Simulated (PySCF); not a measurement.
CH₅AlClN. Atoms are numbered in the order given.

```xyz
9

Al    -0.0702    -0.3936     0.0000
Cl     0.2199     1.7081     0.0000
C      1.4539    -1.6008     0.0000
H      2.0891    -1.4283     0.8852
H      1.1519    -2.6608     0.0000
H      2.0891    -1.4283    -0.8852
N     -1.7524    -0.9381     0.0000
H     -2.0530    -1.9082     0.0000
H     -2.5606    -0.3228     0.0000
```

Coordinates come from a B3LYP-D3(BJ)/def2-SVP optimisation. One conformer was computed; it need not be the lowest.

Method: KT2/pcSseg-1 run with PySCF.

GIAO shieldings, no solvent; atoms alike by connectivity are averaged. δ = σ(ref) − σ: ³⁵Cl against HCl (σ = 945.4 ppm); ¹³C against TMS (σ = 185.1 ppm); ¹H against TMS (σ = 31.47 ppm); ¹⁵N against NH3 (σ = 266.2 ppm), references at their B3LYP-D3(BJ)/def2-TZVP geometries, non-relativistic (without spin–orbit terms, shifts of atoms bonded to Cl or Br come out too high).

```json
[
 {"atoms": "Cl2", "nucleus": "³⁵Cl", "count": "1", "δ (ppm)": "1.7"},
 {"atoms": "C3", "nucleus": "¹³C", "count": "1", "δ (ppm)": "…"},
 {"atoms": "H8, H9", "nucleus": "¹H", "count": "2", "δ (ppm)": "…"},
 {"atoms": "H4, H5, H6", "nucleus": "¹H", "count": "3", "δ (ppm)": "0.03"},
 {"atoms": "N7", "nucleus": "¹⁵N", "count": "1", "δ (ppm)": "47.0"}
]
```

**Question.** What belongs in the gaps? (Estimate from the structure and the level; the computed values follow.)

**Answer.** 
- H8, H9, δ (ppm): 1.63
- C3, δ (ppm): -11.5
